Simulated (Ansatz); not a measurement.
Total energies of C$_{2}$H$_{4}$FNSi, SMILES `F[SiH]1C=NC1`.

Z-matrix (Å, degrees):
```
Si
C 1 1.859
N 1 2.330 2 33.4
F 1 1.597 2 122.0 3 123.2
C 1 1.878 2 72.7 3 7.2
H 1 1.486 2 115.3 3 -105.4
H 2 1.088 1 144.7 3 169.8
H 5 1.092 1 116.8 2 104.2
H 5 1.091 1 121.2 2 -120.0
```

Charge 0, multiplicity 1. The structure was optimised at the PBE0-D4/def2-TZVP level. Basis def2-TZVPP, Ansatz.

RPA on PBE orbitals: Hartree–Fock energy of these orbitals -520.94514 Eh, correlation -1.40957 Eh (frozen core).

```csv
functional,energy without D4 (Eh),D4 term (kJ/mol)
BHLYP,-522.70743,-21.6
PBE-QIDH,-522.33177,–
```

Question: Give the same for LDA (SPW92), PBE, revPBE, BLYP, r2SCAN, B97M-V, PBE0, B3LYP, r2SCANh, r2SCAN0, HSE06 (plane-wave form), CAM-B3LYP, LC-ωPBE, ωB97X-V, ωB97M-V, B2PLYP. (Best estimate.)

Answer: Ansatz gave: 
| functional | energy without D4 (Eh) | D4 term (kJ/mol) |
| --- | --- | --- |
| LDA (SPW92) | -519.86339 | – |
| PBE | -522.41404 | -18.0 |
| revPBE | -522.69121 | -57.8 |
| BLYP | -522.76658 | -40.3 |
| r2SCAN | -522.68011 | -4.2 |
| B97M-V | -522.70832 | – |
| PBE0 | -522.44922 | -15.0 |
| B3LYP | -522.84726 | -29.1 |
| r2SCANh | -522.66559 | -4.5 |
| r2SCAN0 | -522.64504 | -5.0 |
| HSE06 (plane-wave form) | -522.43156 | -13.9 |
| CAM-B3LYP | -522.74145 | -15.1 |
| LC-ωPBE | -522.58729 | – |
| ωB97X-V | -522.70612 | – |
| ωB97M-V | -522.73168 | – |
| B2PLYP | -522.54228 | – |

B3LYP takes the VWN-RPA correlation (the form of Gaussian; ORCA's B3LYP/G). HSE06 is the plane-wave form, built on full-range PBE exchange. The double hybrids freeze the cores in their second-order part.

LC-ωPBE has ω = 0.4 bohr⁻¹.
